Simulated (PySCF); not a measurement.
# Dipole moment and polarisability of InEt2(SiH3)

Species: InEt2(SiH3), C4H13InSi.
Geometry (PBE0-D3(BJ)/def2-SVP, Å), atoms numbered from 1 in this order:
```xyz
19
C4H13InSi angstrom
In     0.0681    0.1685   -0.0017
C      2.0757    0.4515    0.8139
C      2.7956   -0.8337    1.2001
H      1.9620    1.1189    1.6867
H      2.6566    1.0322    0.0771
H      3.7895   -0.6390    1.6396
H      2.2265   -1.4183    1.9412
H      2.9525   -1.4958    0.3332
C     -1.1230    1.8139   -0.8110
C     -2.5195    1.4258   -1.2772
H     -0.5352    2.2590   -1.6326
H     -1.1653    2.5885   -0.0255
H     -3.0785    2.2879   -1.6815
H     -2.4931    0.6602   -2.0695
H     -3.1261    1.0077   -0.4576
Si    -0.9619   -2.2220    0.0602
H      0.0707   -3.3090    0.0286
H     -1.9140   -2.4871   -1.0680
H     -1.7435   -2.4157    1.3286
```

Level: CAM-B3LYP/def2-SVPD (PySCF), static field, nuclei fixed, core orbitals frozen in the response. The polarisability tensor in these axes (au):

```
x   133.66   0.99  16.92
y     0.99 135.04  -8.13
z    16.92  -8.13  99.47
```

Problem. Diagonalise the tensor; give its mean and Δα, where Δα² is half the sum of the squared differences of the eigenvalues.

Solution. Principal values 91.09, 135.55 and 141.53 au; mean 122.72 au = 18.19 Å³ = 20.23 × 10⁻⁴⁰ C²·m²/J; Δα = 47.73 au (39 % of the mean).

Problem. What is the dipole moment, and where does it point?

Solution. (0.57, 1.28, -0.08) D, 1.41 D in size, pointing from the negative to the positive side. Measured along this direction, the outermost atoms are H17, H19 and H18 at the negative end and H5 and H11 at the positive end.

Problem. Orientational against electronic polarisability at 273 K (dilute gas, rigid molecules)?

Solution. In Gaussian units μ²/3kT = 17.50 Å³ against 18.19 Å³, a ratio of 0.96; the Debye molar polarisation (4π/3)N_A(α + μ²/3kT) is 90.0 cm³/mol, leaving out the vibrational part.

Problem. Find the Langevin capture rate constant for NH4+ (18.034 u) meeting this molecule (203.983 u), k = 2.342 × 10⁻⁹ cm³/s × √(α in Å³ / reduced mass in u).

Solution. The reduced mass is 16.57 u, so k = 2.45 × 10⁻⁹ cm³/s. The formula leaves out the permanent dipole, which adds to the capture rate.

Problem. What would n − 1 = 2πNα be for an ideal gas of these molecules at 350 K and 1 atm, electronic part alone?

Solution. N = p/kT = 2.0968 × 10¹⁹ cm⁻³, so n − 1 = 2π × N × 18.19 × 10⁻²⁴ cm³ = 2396 × 10⁻⁶ at long wavelengths.

Problem. Give the principal axes and the span of the nuclei along them.

Solution. Largest value along (0.83, -0.38, 0.41), where the nuclei span 8.17 Å; middle along (0.42, 0.91, -0.01), 5.12 Å; least along (-0.37, 0.18, 0.91), 2.47 Å. The response follows the extents in order.

One conformer (not necessarily the lowest) at the PBE0-D3(BJ)/def2-SVP geometry, without solvent, vibrations or thermal averaging. Atoms past krypton carry effective core potentials; spin–orbit coupling is left out.

These values come from a run that also computed excited states. On one thread, Intel Xeon at 2.50 GHz (x86_64), no GPU (shared host), this took 3.3 min wall (grids of density and orbitals included) and 1.3 GiB of memory at its peak.
